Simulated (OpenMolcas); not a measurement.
## Be: from RASSCF to RASPT2

| Quantity | Value |
| --- | --- |
| Program | OpenMolcas 26.06 |
| Basis | ANO-RCC-VQZP [5s4p3d2f1g] |
| Scalar Hamiltonian | DKH2, point nucleus |
| Active space | 2 electrons in 9 orbitals (RAS2 2s 2p; RAS3 3d, at most 2 electrons) |
| State averaging | 2S+1 = 3 even, 3 roots; 2S+1 = 1 even, 6 roots; 2S+1 = 3 odd, 3 roots; 2S+1 = 1 odd, 3 roots |
| Spin-orbit coupling | RASSI with atomic mean-field integrals over the reference wave functions, term energies averaged over their components |

Methods on the same reference wave functions:
A. RASSCF
B. SS-RASPT2, IPEA 0.25 Eh, imaginary shift 0.1 Eh (closed shells correlated: 1s)

Energies in cm⁻¹ above 2s² ¹S₀, the measured ground level; measured values from NIST Handbook of Basic Atomic Spectroscopic Data.

```csv
Level,A,B,Measured
2s² ¹S₀,0.0,0.0,0.0
2s 2p ³P°₀,21237,21832,21978
2s 2p ³P°₁,21238,21833,21979
2s 2p ³P°₂,21240,21835,21981
2s 2p ¹P°₁,44784,43597,42565
2p² ³P₀,59660,59856,59694
2p² ³P₁,59661,59857,59695
2p² ³P₂,59663,59859,59697
2p² ¹D₂,60322,60321,56882
```

Deviations, from unrounded energies. A percentage is the sum of absolute deviations over the sum of measured energies, with the sign that they share, or ± where signs differ.

| Against measurement | Levels | A | B |
| --- | --- | --- | --- |
| mean absolute deviation (cm-1) | 8 | 1000 | 670 |
| other configurations (%) | 8 | ±2.3 | ±1.6 |

B lies closest to measurement on these levels. The largest miss of B in the table is 2p² ¹D₂, by +3400 cm-1. The ranking rests on the paired levels alone, and a cruder setting can come out closer through cancelling errors.

The lowest spin-free term lies below A's lowest term by 0.044 hartree in B.

Active for correlation alone: 3d; no level in the range computed is led by a configuration that fills it, so any true level of that kind is missing. Without dynamic correlation excited terms often stand tens of per cent too high (terms of higher spin than the ground term too low), and those without a measured partner can miss by more than the paired ones (holds for A). Measured partners are found by configuration, term and J. A level has none where our copy of the source lacks it or the pairing is in doubt (some pairs that miss far off the trend of their configuration count as doubtful), and it then counts in no deviation. Only configurations of the active space appear.

° marks odd parity.
